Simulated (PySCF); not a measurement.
C₇H₉F.
Numbering: `[CH2:1]=[C:2]1[CH2:3][C@@H:4]([F:5])/[C:6]1=[CH:7]/[CH3:8]` (hydrogens: H9, H10 on C1; H11, H12 on C3; H13 on C4; H14 on C7; H15, H16, H17 on C8)

Geometry (PBE0-D3(BJ)/def2-SVP, Å), atoms numbered from 1 in this order:
```xyz
17
C7H9F angstrom
C     -0.7090    1.7496    1.1918
C     -0.9251    0.6971    0.3968
C     -2.1759    0.1171   -0.2430
C     -1.3867   -1.1926   -0.4502
F     -1.4402   -1.7504   -1.6961
C     -0.1231   -0.4377   -0.0989
C      1.1650   -0.6835   -0.3685
C      2.3018    0.2382   -0.0948
H      0.2756    1.9532    1.6185
H     -1.5215    2.4337    1.4504
H     -2.3910    0.5773   -1.2205
H     -3.0978    0.0771    0.3559
H     -1.6489   -1.9724    0.2864
H      1.3963   -1.6405   -0.8519
H      1.9565    1.2502    0.1581
H      2.9166   -0.1305    0.7449
H      2.9739    0.3065   -0.9651
```

All values: B3LYP/def2-SVPD (PySCF, non-relativistic), on one gas-phase PBE0-D3(BJ)/def2-SVP geometry that isn't relaxed in the solvent. The solvent is an IEF-PCM continuum (van der Waals radii × 1.2), and excitations are vertical TDDFT with non-equilibrium linear response and a frozen core. Only the electrostatic response of the medium enters.

Gas-phase singlets (H = HOMO, L = LUMO):

```csv
state,E (eV),λ (nm),f,leading configurations
S1,5.034,246,0.320,H→L 97%
S2,6.085,204,0.023,"H-1→L 55%, H-2→L 34%"
S3,6.104,203,0.009,H→L+1 93%
S4,6.320,196,0.024,"H-2→L 49%, H-1→L 22%, H-4→L 12%"
S5,6.528,190,0.002,"H-3→L 75%, H-4→L 11%"
```

Question: What are the lowest 5 singlets in acetone (ε = 20.49)?

Answer: 
| state | E (eV) | λ (nm) | f | leading configurations | change by rank (eV) |
| --- | --- | --- | --- | --- | --- |
| S1 | 4.900 | 253 | 0.387 | H→L 98% | -0.134 |
| S2 | 6.116 | 203 | 0.042 | H-1→L 60%, H-2→L 32% | +0.031 |
| S3 | 6.170 | 201 | 0.009 | H→L+1 95% | +0.066 |
| S4 | 6.289 | 197 | 0.031 | H-2→L 55%, H-1→L 19%, H-3→L 14% | -0.031 |
| S5 | 6.541 | 190 | 0.003 | H-3→L 79% | +0.013 |

Question: Give the list for methanol (ε = 32.61), n² = 1.77.

Answer: 
```csv
state,E (eV),λ (nm),f,leading configurations,change by rank (eV)
S1,4.910,253,0.383,H→L 98%,-0.124
S2,6.117,203,0.040,"H-1→L 60%, H-2→L 32%",+0.032
S3,6.173,201,0.008,H→L+1 94%,+0.069
S4,6.289,197,0.031,"H-2→L 54%, H-1→L 19%, H-3→L 14%",-0.031
S5,6.542,190,0.002,H-3→L 79%,+0.014
```

Question: The ground-state energy changes by -0.154 eV from gas to methanol. By how much does the total energy of gas-phase S1 change?

Answer: E(S1) = E(S0) + excitation energy, so it changes by -0.154 − 0.124 = -0.278 eV: it is lowered more than the ground state, which is what a red shift means. This is the vertical state, with the slow part of the continuum still set for S0.

Question: How do the frontier levels move from gas to methanol?

Answer: 
| orbital | gas (eV) | solvent (eV) | change (eV) | Löwdin shares, gas | Löwdin shares, solvent |
| --- | --- | --- | --- | --- | --- |
| LUMO+2 | 0.95 | 1.03 | +0.08 | C3 15 %, H12 11 %, C4 10 %, H13 10 % | F5 18 %, C4 16 %, H13 11 %, C1 10 % |
| LUMO+1 | 0.49 | 0.65 | +0.16 | C8 20 %, C1 15 %, C7 8 %, H16 8 % | C8 16 %, C1 14 %, C7 10 %, C3 6 % |
| LUMO | -1.43 | -1.33 | +0.10 | C7 21 %, C1 20 %, C2 15 %, C6 13 % | C7 22 %, C1 20 %, C2 15 %, C6 13 % |
| HOMO | -6.49 | -6.41 | +0.08 | C1 24 %, C7 22 %, C6 17 %, C2 16 % | C1 24 %, C7 21 %, C6 17 %, C2 16 % |
| HOMO-1 | -8.32 | -8.25 | +0.07 | C6 20 %, C2 20 %, C1 14 %, C7 10 % | C6 20 %, C2 20 %, C1 14 %, C3 10 % |
| HOMO-2 | -8.84 | -8.79 | +0.05 | F5 19 %, C6 19 %, C4 16 %, C2 10 % | C6 18 %, F5 14 %, C4 14 %, C2 12 % |
| HOMO-3 | -9.09 | -9.03 | +0.06 | F5 25 %, C3 22 %, C4 14 %, C2 12 % | C3 19 %, C2 15 %, F5 13 %, C4 10 % |

The HOMO–LUMO gap goes from 5.06 to 5.08 eV. Rows go by rank; for LUMO+2 the atom shares or the degeneracy differ between the runs, so the row needn't follow one orbital.

Rough CPU time on one thread of a shared machine: about 90 s. This is the whole response run at B3LYP/def2-SVPD in methanol, SCF included.
